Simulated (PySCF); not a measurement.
Levels of V¹⁸⁺ from EOM-EA-GCCSD

Reference: closed-shell V¹⁹⁺, [He] 2s2; one electron is added. Calculated with PySCF 2.14, two-component X2C-1e with screened spin-orbit coupling, an uncontracted even-tempered set (17 s from 1 bohr⁻², ratio 2.6; 11 p from 1.4 bohr⁻², ratio 2.6; 7 d from 1.4 bohr⁻², ratio 2.8; 4 f from 30 bohr⁻², ratio 2.8); frozen nothing; the 28 highest virtual spinors dropped; of the others 50 kept and the rest restored at second order. No Breit or QED terms. Binding energies in eV.

```
level  Koopmans
2p1/2    1355.6
2p3/2    1346.7
```

Q: How does correlation move these levels?

A: 2p1/2: second order 1356.3, EOM-CCSD 1355.1; 2p3/2: second order 1347.4, EOM-CCSD 1346.5.

For comparison, the ionisation energy of V¹⁸⁺ is 1354.2 ± 0.5 eV (semi-empirical (NIST evaluation); NIST Atomic Spectra Database, ionization energies).

Only part of the computed levels is shown.

The screened spin-orbit operator tends to give fine-structure splittings of light species too large.
